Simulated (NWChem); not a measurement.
System: C3H10Si; SMILES C[SiH](C)C

Input file for NWChem:

```
start job
memory heap 200 mb stack 900 mb global 1100 mb
geometry units angstroms noautosym nocenter noautoz
  Si     0.000000     0.000000     0.367857
  C     -1.217981     1.305708    -0.232791
  C      1.739767     0.401949    -0.232791
  C     -0.521786    -1.707657    -0.232791
  H      0.000000     0.000000     1.869456
  H     -1.248972     1.338840    -1.333887
  H     -2.237371     1.094283     0.126736
  H     -0.936087     2.307888     0.126717
  H      2.466733    -0.343269     0.126717
  H      1.783955     0.412222    -1.333887
  H      2.066362     1.390479     0.126736
  H     -0.534983    -1.751061    -1.333887
  H     -1.530646    -1.964619     0.126717
  H      0.171009    -2.484762     0.126736
end
basis spherical
  Si library 6-31g*
  C library 6-31g*
  H library 6-31g*
end
dft
  xc b3lyp
  iterations 150
end
property
  shielding 5 1 2 5 6 7
end
task dft property
```

NWChem printed, in part:

```
             Northwest Computational Chemistry Package (NWChem) 7.3.0
             --------------------------------------------------------

                             Geometry "geometry" -> ""
                             -------------------------

 Output coordinates in angstroms (scale by  1.889725989 to convert to a.u.)

  No.       Tag          Charge          X              Y              Z
 ---- ---------------- ---------- -------------- -------------- --------------
    1 Si                  14.0000     0.00000000     0.00000000     0.36785700
    2 C                    6.0000    -1.21798100     1.30570800    -0.23279100
    3 C                    6.0000     1.73976700     0.40194900    -0.23279100
    4 C                    6.0000    -0.52178600    -1.70765700    -0.23279100
    5 H                    1.0000     0.00000000     0.00000000     1.86945600
    6 H                    1.0000    -1.24897200     1.33884000    -1.33388700
    7 H                    1.0000    -2.23737100     1.09428300     0.12673600
    8 H                    1.0000    -0.93608700     2.30788800     0.12671700
    9 H                    1.0000     2.46673300    -0.34326900     0.12671700
   10 H                    1.0000     1.78395500     0.41222200    -1.33388700
   11 H                    1.0000     2.06636200     1.39047900     0.12673600
   12 H                    1.0000    -0.53498300    -1.75106100    -1.33388700
   13 H                    1.0000    -1.53064600    -1.96461900     0.12671700
   14 H                    1.0000     0.17100900    -2.48476200     0.12673600

 Effective nuclear repulsion energy (a.u.)     174.2739318115

                              NWChem Property Module
                              ----------------------

  itol2e modified to match energy
  convergence criterion.

                                 NWChem DFT Module
                                 -----------------

 Summary of "ao basis" -> "ao basis" (spherical)
 ------------------------------------------------------------------------------
       Tag                 Description            Shells   Functions and Types
 ---------------- ------------------------------  ------  ---------------------
 Si                          6-31g*                  8       18   4s3p1d
 C                           6-31g*                  6       14   3s2p1d
 H                           6-31g*                  2        2   2s

  itol2e modified to match energy
  convergence criterion.

            General Information
            -------------------
          SCF calculation type: DFT
          Wavefunction type:  closed shell.
          No. of atoms     :    14
          No. of electrons :    42
           Alpha electrons :    21
            Beta electrons :    21
          Charge           :     0
          Spin multiplicity:     1
          Use of symmetry is: off; symmetry adaption is: off
          Maximum number of iterations: 150
          AO basis - number of functions:    80
                     number of shells:    46
          Convergence on energy requested:  1.00D-07
          Convergence on density requested:  1.00D-05
          Convergence on gradient requested:  5.00D-04

              XC Information
              --------------
                         B3LYP Method XC Potential
                     Hartree-Fock (Exact) Exchange  0.200
                        Slater Exchange Functional  0.800 local
                    Becke 1988 Exchange Functional  0.720 non-local
              Lee-Yang-Parr Correlation Functional  0.810
                  VWN I RPA Correlation Functional  0.190 local

             Grid Information
             ----------------
          Grid used for XC integration:  fine
          Radial quadrature: Mura-Knowles
          Angular quadrature: Lebedev.
          Tag              B.-S. Rad. Rad. Pts. Rad. Cut. Ang. Pts.
          ---              ---------- --------- --------- ---------
          Si                  1.10      123           8.0       770
          C                   0.70       70          11.0       590
          H                   0.35       60          12.0       590
          Grid pruning is: on
          Number of quadrature shells:   933
          Spatial weights used:  Erf1

      Superposition of Atomic Density Guess
      -------------------------------------

 Sum of atomic energies:        -406.78039536

      Non-variational initial energy
      ------------------------------

 Total energy =    -409.167114
 1-e energy   =    -902.619856
 2-e energy   =     319.178810
 HOMO         =      -0.366076
 LUMO         =       0.107679

[...]

          -----------------------------------------
          Chemical Shielding Tensors (GIAO, in ppm)
          -----------------------------------------

                                NWChem CPHF Module
                                ------------------

  scftype          =     RHF
  nclosed          =       21
  nopen            =        0
  variables        =     1239
  # of vectors     =        3
  tolerance        = 0.10D-03
  level shift      = 0.00D+00
  max iterations   =       50
  max subspace     =       30

 SCF residual:    1.7737623035361685E-005

Iterative solution of linear equations
  No. of variables     1239
  No. of equations        3
  Maximum subspace       30
        Iterations       50
       Convergence  1.0D-04

   iter   nsub   residual    time
   ----  ------  --------  ---------
     1      3    3.45D-01      65.7
     2      6    9.06D-03      73.4
     3      9    1.42D-04      80.8
     4     12    6.11D-06      88.3

      Atom:    1  Si
        Diamagnetic
    884.6894     -0.0000      0.0000
     -0.0000    884.6894      0.0000
      0.0000      0.0000    880.5994

        Paramagnetic
   -447.7462     -0.0003      0.0010
     -0.0003   -447.7459     -0.0007
      0.0010     -0.0007   -478.9588

        Total Shielding Tensor
    436.9431     -0.0003      0.0010
     -0.0003    436.9435     -0.0007
      0.0010     -0.0007    401.6406

           isotropic =     425.1757
          anisotropy =      17.6519

          Principal Components and Axis System
                 1           2           3
              436.9436    436.9430    401.6406

      1        -0.4914      0.8709     -0.0000
      2         0.8709      0.4914      0.0000
      3        -0.0000      0.0000      1.0000

      Atom:    2  C
        Diamagnetic
    251.5691     -6.0059      2.4527
     -6.0059    252.4056     -2.6295
      2.4527     -2.6295    246.2772

        Paramagnetic
    -58.9224      4.5736     -2.4570
      4.5736    -59.5569      2.6299
     -2.4570      2.6299    -58.4410

        Total Shielding Tensor
    192.6467     -1.4323     -0.0042
     -1.4323    192.8487      0.0003
     -0.0042      0.0003    187.8361

           isotropic =     191.1105
          anisotropy =       4.6095

          Principal Components and Axis System
                 1           2           3
              194.1835    191.3119    187.8361

      1        -0.6818      0.7315      0.0009
      2         0.7315      0.6818      0.0002
      3         0.0005     -0.0008      1.0000

      Atom:    3  H
        Diamagnetic
     25.0607      0.0000      0.0000
      0.0000     25.0608     -0.0000
      0.0000     -0.0000     39.0355

        Paramagnetic
      0.1998     -0.0000     -0.0000
     -0.0000      0.1998      0.0000
     -0.0000      0.0000     -6.7382

        Total Shielding Tensor
     25.2605     -0.0000      0.0000
     -0.0000     25.2605      0.0000
      0.0000      0.0000     32.2973

           isotropic =      27.6061
          anisotropy =       7.0368

          Principal Components and Axis System
                 1           2           3
               32.2973     25.2605     25.2605

      1         0.0000     -0.2369      0.9715
      2         0.0000      0.9715      0.2369
      3         1.0000     -0.0000     -0.0000

      Atom:    4  H
        Diamagnetic
     25.4246     -2.2860      2.6883
     -2.2860     25.7426     -2.8810
      2.6883     -2.8810     38.1806

        Paramagnetic
      4.0791      1.0708     -1.2391
      1.0708      3.9299      1.3279
     -1.2391      1.3279     -1.0966

        Total Shielding Tensor
     29.5037     -1.2152      1.4492
     -1.2152     29.6724     -1.5531
      1.4492     -1.5531     37.0840

           isotropic =      32.0867
          anisotropy =       8.4727

          Principal Components and Axis System
                 1           2           3
               37.7352     30.1550     28.3699

      1         0.2000     -0.6522      0.7312
      2        -0.2143      0.6991      0.6822
      3         0.9561      0.2931     -0.0000

      Atom:    5  H
        Diamagnetic
     39.3863     -0.6860     -3.5537
     -0.6860     25.6808     -0.9605
     -3.5537     -0.9605     24.1994

        Paramagnetic
     -1.4174      0.4478      0.9478
      0.4478      3.7407      0.5301
      0.9478      0.5301      4.2942

        Total Shielding Tensor
     37.9690     -0.2382     -2.6059
     -0.2382     29.4215     -0.4305
     -2.6059     -0.4305     28.4935

           isotropic =      31.9613
          anisotropy =      10.0180

          Principal Components and Axis System
                 1           2           3
               38.6400     29.5511     27.6929

      1         0.9686     -0.0534      0.2428
      2        -0.0134      0.9639      0.2658
      3        -0.2482     -0.2607      0.9330
```

Level: B3LYP/6-31G* (spherical d), GIAO. Structure relaxed at the PBE0/def2-SVP level. No frequency run checked for a minimum. The output numbers the shielded atoms by their place in the input's list. The printed shielding anisotropy is the first printed principal value minus the mean of the other two.
